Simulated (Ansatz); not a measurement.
Reaction (formal exchange of groups at the Si–As bond): `C[As](C)[SiH3]` + `C/C=C/S` → `[SiH3]/C=C\S` + `C[As](C)C`

Computed with Ansatz on PBE0-D4/def2-TZVP structures; ΔE is electronic, products minus reactants. CCSD(T)/CBS adds triple-zeta CCSD(T) − MP2 to the extrapolated MP2 energy (def2 sets, frozen cores). Double bonds are as drawn, so ΔE can hold a change between cis and trans. DFT in def2-TZVPP. B3LYP here is the variant with VWN-RPA as its local correlation; programs differ in this. HSE06 is defined as in plane-wave codes. For As outer-core shells are correlated without core-valence functions, which leaves a few kJ/mol of doubt a bond. Scalar relativity is left out up to krypton. One conformer a species, not always the lowest.

| level | ΔE (kcal/mol) | difference from CCSD(T)/CBS |
| --- | --- | --- |
| LDA (SPW92) | 4.7 | 1.8 |
| PBE-D4 | 4.6 | 1.7 |
| revPBE-D4 | 4.0 | 1.1 |
| r2SCAN-D4 | 3.4 | 0.5 |
| B97M-V | 3.1 | 0.2 |
| PBE0-D4 | 4.8 | 1.9 |
| B3LYP-D4 | 3.4 | 0.5 |
| r2SCANh-D4 | 3.6 | 0.7 |
| r2SCAN0-D4 | 3.9 | 1.0 |
| HSE06-D4 | 4.8 | 1.9 |
| BHLYP-D4 | 3.6 | 0.7 |
| CAM-B3LYP-D4 | 3.3 | 0.4 |
| ωB97X-V | 3.4 | 0.5 |
| ωB97M-V | 2.8 | -0.1 |
| B2PLYP | 3.0 | 0.1 |
| PBE | 4.9 | 2.0 |
| revPBE | 5.1 | 2.2 |
| BLYP | 3.9 | 1.0 |
| PBE0 | 5.0 | 2.1 |
| B3LYP | 4.0 | 1.1 |
| r2SCANh | 3.6 | 0.7 |
| r2SCAN0 | 4.0 | 1.1 |
| HSE06 | 5.0 | 2.1 |
| BHLYP | 3.9 | 1.0 |
| CAM-B3LYP | 3.5 | 0.6 |
| LC-ωPBE | 4.2 | 1.3 |
| RPA@PBE/def2-TZVPP | 2.0 | -0.9 |
| HF/def2-SVP | 6.0 | 3.1 |
| MP2/def2-SVP | 5.3 | 2.4 |
| CCSD/def2-SVP | 6.2 | 3.3 |
| CCSD(T)/def2-SVP | 6.0 | 3.1 |
| MP2/def2-TZVPP | 1.7 | -1.2 |
| CCSD/def2-TZVPP | 2.7 | -0.2 |
| CCSD(T)/def2-TZVPP | 2.4 | -0.5 |
| HF/def2-QZVPP | 3.9 | 1.0 |
| MP2/def2-QZVPP | 2.0 | -0.9 |
| SCS-MP2/def2-QZVPP | 2.1 | -0.8 |
| HF/CBS(def2) | 3.9 | 1.0 |
| MP2/CBS(def2) | 2.3 | -0.6 |
| CCSD/CBS(def2) | 3.3 | 0.4 |
| CCSD(T)/CBS | 2.9 | 0 |

Task: What do rigid-rotor, harmonic-oscillator terms from PBE0-D4/def2-TZVP frequencies (298.15 K, 1 bar) make of the CCSD(T)/CBS value? (Best estimate.)

Result: The calculation gave: ΔZPE = -0.8 kcal/mol, ΔH = +2.1 kcal/mol, ΔS = -2 J/(mol·K), ΔG = +2.2 kcal/mol. Modes under 50 cm⁻¹ make the entropy rough.

Largest T1 diagnostic among the species: 0.013.

In def2-TZVPP, CCSD(T) changes the Hartree–Fock value by −1.7 kcal/mol (the triples alone add −0.3 kcal/mol) and MP2 by −2.4 kcal/mol. At CCSD(T), def2-SVP lies +3.1 kcal/mol from the extrapolated value and def2-TZVPP −0.5 kcal/mol. Leaving LDA and LC-ωPBE aside and taking each functional with its dispersion term where it has one, the values spread over 2.0 kcal/mol, from ωB97M-V to HSE06-D4.
